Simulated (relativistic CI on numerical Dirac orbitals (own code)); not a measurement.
Line list: Electric-dipole lines, Sn44+

Method of calculation: Dirac-Coulomb-Breit CI, orbitals from a KLI potential per configuration, model QED, unscaled Slater integrals (own radial code, finite nucleus).

CI space (outside the closed core 1s2): 2s2.2p2, 2s.2p3, 2p4, 2p3.3s, 2p3.3p, 2p3.3d, 2s2.2p.3s, 2s2.2p.3p, 2s2.2p.3d, 2s.2p2.3s, 2s.2p2.3p, 2s.2p2.3d, 2s2.2p.4s, 2s2.2p.4p, 2s2.2p.4d, 2s2.2p.4f. Levels of other configurations are missing.

```tsv
λ vac (nm)	Lower	Upper	A (s⁻¹)	gf	Branching (%)
0.27447	2s2.2p2 1D_2 [3]	2s.2p2.3p 3D°_3 [80]	7.01e+13	5.54e-01	96.0
0.27887	2s2.2p2 3P_1 [2]	2s2.2p.3d 3P°_1 [61]	2.27e+14	7.93e-01	63.3
0.27938	2s2.2p2 3P_1 [2]	2s2.2p.3d 3D°_2 [55]	1.05e+14	6.12e-01	41.0
0.27960	2s.2p3 3D°_2 [8]	2s.2p2.3d 5P_1 [150]	3.07e+14	1.08e+00	88.8
0.27975	2s.2p3 3D°_2 [8]	2s.2p2.3d 3D_3 [149]	1.19e+14	9.80e-01	39.6
0.27977	2s.2p3 3D°_2 [8]	2s.2p2.3d 3D_2 [148]	2.35e+14	1.38e+00	71.4
0.28018	2s2.2p2 3P_0 [1]	2s2.2p.3d 3D°_1 [30]	4.20e+14	1.48e+00	92.3
0.28031	2s2.2p2 1D_2 [3]	2s2.2p.3d 3F°_3 [56]	2.99e+14	2.47e+00	99.6
0.28033	2s2.2p2 1D_2 [3]	2s2.2p.3d 3D°_2 [55]	1.46e+14	8.62e-01	57.5
0.28055	2s2.2p2 3P_1 [2]	2s.2p2.3p 5D°_2 [54]	8.18e+13	4.83e-01	96.2
0.28071	2s.2p3 3P°_2 [4]	2s.2p2.3d 5P_1 [97]	2.11e+14	7.49e-01	59.9
0.28076	2s.2p3 3P°_2 [4]	2s.2p2.3d 3F_3 [96]	1.39e+14	1.15e+00	33.8
0.28078	2s.2p3 3P°_2 [4]	2s.2p2.3d 3P_1 [95]	2.06e+14	7.31e-01	64.8
0.28096	2s.2p3 3P°_2 [4]	2s.2p2.3d 5P_2 [94]	3.40e+14	2.01e+00	86.7
0.28098	2s.2p3 3D°_3 [9]	2s.2p2.3d 3F_4 [158]	1.04e+14	1.11e+00	99.3
0.28102	2s.2p3 3D°_1 [5]	2s.2p2.3d 1P_1 [112]	2.71e+14	9.63e-01	67.4
0.28102	2s.2p3 1D°_2 [12]	2s.2p2.3d 3F_3 [173]	3.10e+14	2.57e+00	93.3
0.28124	2s.2p3 3D°_1 [5]	2s.2p2.3d 1D_2 [110]	4.04e+14	2.40e+00	90.9
0.28151	2s.2p3 3P°_2 [4]	2s.2p2.3d 3F_3 [90]	1.23e+14	1.02e+00	47.9
0.28159	2s.2p3 3D°_3 [9]	2s.2p2.3d 3F_4 [151]	2.03e+14	2.17e+00	99.9
0.28181	2s.2p3 3D°_3 [9]	2s.2p2.3d 3D_3 [149]	1.82e+14	1.51e+00	60.2
0.28320	2s.2p3 3P°_2 [4]	2s.2p2.3d 5F_3 [84]	9.50e+13	8.00e-01	87.8
0.29373	2s.2p3 3D°_3 [9]	2s.2p2.3d 3F_4 [115]	8.48e+13	9.87e-01	99.0
0.29378	2s.2p3 3P°_2 [15]	2s.2p2.3d 1F_3 [182]	3.61e+14	3.27e+00	92.3
0.29429	2s2.2p2 3P_2 [6]	2s2.2p.3d 1F°_3 [67]	4.94e+14	4.49e+00	95.4
0.29473	2s2.2p2 3P_1 [2]	2s2.2p.3d 3P°_2 [32]	2.71e+14	1.77e+00	88.6
0.29518	2s2.2p2 3P_2 [6]	2s2.2p.3d 3P°_2 [65]	2.37e+14	1.55e+00	92.0
0.29557	2s2.2p2 1D_2 [3]	2s2.2p.3d 3F°_3 [34]	2.69e+14	2.46e+00	100.0
0.29557	2s.2p3 3D°_2 [8]	2s.2p2.3d 3F_3 [96]	2.34e+14	2.15e+00	57.1
0.29606	2s.2p3 3D°_3 [9]	2s.2p2.3d 3F_4 [102]	3.69e+14	4.37e+00	99.8
0.29607	2s.2p3 1P°_1 [17]	2s.2p2.3d 1D_2 [186]	5.19e+14	3.41e+00	91.0
0.29608	2s.2p3 3P°_2 [4]	2s.2p2.3d 3D_3 [43]	2.70e+14	2.48e+00	99.9
0.29640	2s.2p3 3D°_2 [8]	2s.2p2.3d 3F_3 [90]	1.21e+14	1.12e+00	47.2
0.29641	2s.2p3 3D°_2 [8]	2s.2p2.3d 3F_2 [89]	1.64e+14	1.08e+00	80.9
0.29645	2s2.2p2 1S_0 [7]	2s2.2p.3d 1P°_1 [68]	3.16e+14	1.25e+00	92.0
0.29652	2s.2p3 3S°_1 [11]	2s.2p2.3d 3P_2 [116]	1.90e+14	1.25e+00	65.6
0.29653	2s.2p3 3D°_3 [9]	2s.2p2.3d 3D_3 [101]	1.80e+14	1.66e+00	64.3
0.29697	2s.2p3 1P°_1 [17]	2s.2p2.3d 3P_1 [184]	3.57e+14	1.42e+00	94.2
0.29705	2s.2p3 1D°_2 [12]	2s.2p2.3d 1F_3 [118]	3.88e+14	3.59e+00	98.8
0.29713	2s.2p3 3P°_1 [13]	2s.2p2.3d 3D_2 [120]	2.02e+14	1.34e+00	76.4
0.29733	2s.2p3 3P°_2 [15]	2s.2p2.3d 3P_2 [166]	3.17e+14	2.10e+00	88.1
0.29771	2s.2p3 3P°_2 [15]	2s.2p2.3d 3D_3 [164]	2.37e+14	2.20e+00	83.5
0.29812	2p4 3P_2 [14]	2p3.3d 3D°_3 [147]	4.37e+14	4.08e+00	99.7
0.29899	2p4 3P_2 [14]	2p3.3d 3D°_2 [146]	1.99e+14	1.34e+00	99.3
0.29909	2s.2p3 3D°_1 [5]	2s.2p2.3d 3F_2 [45]	2.44e+14	1.64e+00	96.7
```

Terms are leading LS components. Brackets give the number of a level in order of energy, since labels repeat. The list gives strong lines, with weight on those to low levels, without lines whose two gauges differ by over a factor of 2.5, among the lowest 200 of 274 levels, so that lines to higher ones, which can be the strongest, are missing. Levels whose partners in the same complex of configurations lie outside the list can be far off, and so can their lines. Rates are taken at the computed energies, electric ones in the length gauge.

At this charge energies of transitions that change n are usually good to better than 1 %, and those within a shell (Δn = 0) to a few per cent.

(1) From the table, what is the radiative lifetime of 2s2.2p.3d 3D°_2?

Answers

(1) The listed rates from this level add up to about 2.51e+14 s⁻¹, 99 % of its decay; with all channels τ = 3.93e-15 s.

LS names give the leading component of a level, which can be under half, so a name can repeat, a term be missing and a line seem to break the LS rules.
